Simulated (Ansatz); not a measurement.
Reactions of CH$_{9}$NOSi$_{2}$ (`C[SiH2]O[SiH2]N`).

Isolated molecules relaxed with PBE0-D4/def2-TZVP in Ansatz; ΔE leaves out vibrations. CBS: MP2 limit from def2 TZ/QZ plus the TZ coupled-cluster correction, frozen cores. This one scheme is used for every species. Functionals use def2-TZVPP. For Se, Ti outer-core shells are correlated without core-valence functions, which leaves a few kJ/mol of doubt a bond. Scalar relativity is left out up to krypton. Each species was taken in one conformer, which may not be the lowest.

| reaction | B2PLYP (eV) | PBE-D4 (eV) | CCSD/CBS(def2) (eV) | CCSD(T)/CBS(def2) (eV) |
| --- | --- | --- | --- | --- |
| `C[SiH2]O[SiH2]N` + `O[SiH2][SiH3]` → `N[SiH2]O[SiH2][SiH3]` + `C[SiH2]O` | 0.00 | -0.03 | -0.02 | -0.02 |
| `C[SiH2]O[SiH2]N` + CH₃NH₂ → `CN[SiH2]N` + `C[SiH2]O` | 0.71 | 0.62 | 0.71 | 0.69 |
| `C[SiH2]O[SiH2]N` + `N[SiH](O)Cl` → `CO[SiH](N)Cl` + `N[SiH2]O[SiH3]` | 1.07 | 1.10 | 1.11 | 1.12 |
| `C[SiH2]O[SiH2]N` + `N[SiH2]S` → `N[SiH2]S[SiH2]N` + `C[SiH2]O` | 0.57 | 0.33 | 0.56 | 0.50 |
| `C[SiH2]O[SiH2]N` + `N[SiH](N)F` → `N[SiH2]N[SiH](N)F` + `C[SiH2]O` | 0.63 | 0.50 | 0.62 | 0.59 |
| `C[SiH2]O[SiH2]N` + `[OH][Ti]([F])([Cl])[SeH]` → `C[Se][Ti]([OH])([F])[Cl]` + `N[SiH2]O[SiH3]` | 0.52 | 0.54 | 0.56 | 0.53 |

Largest T1 diagnostic: 0.023, for `[OH][Ti]([F])([Cl])[SeH]`.
